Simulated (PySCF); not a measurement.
Two-component Hartree-Fock for Pb⁸⁰⁺ (lead, charge +80)

Start: 1s2. Calculated with PySCF 2.14 in an even-tempered Gaussian basis (16 s from 32 bohr⁻², ratio 2.6; 13 p from 42 bohr⁻², ratio 2.6; 6 d from 43 bohr⁻², ratio 2.8; 3 f from 1800 bohr⁻², ratio 2.8): generalised Hartree-Fock with the X2C-1e Hamiltonian and a Gaussian nucleus; spin-orbit coupling (SO) screened by Boettger's factors.

```json
{"spinor shell": "1s1/2", "electrons": "2", "ε, screened SO (eV)": "-99770.6", "weight of nominal j (screened SO)": "1.000", "rms radius, screened SO (bohr)": "0.0180"}
```

```json
{"quantity": "E (hartree)", "screened SO": "-7396.96337"}
{"quantity": "M_J", "screened SO": "0"}
{"quantity": "⟨J²⟩", "screened SO": "0.000"}
{"quantity": "⟨L²⟩", "screened SO": "0.000"}
{"quantity": "⟨S²⟩", "screened SO": "0.000"}
```

Breit and QED terms are absent; they matter most for the inner s and p1/2 levels.

Densities and radii are taken from the X2C orbitals without a picture-change correction, which distorts them close to the nucleus.
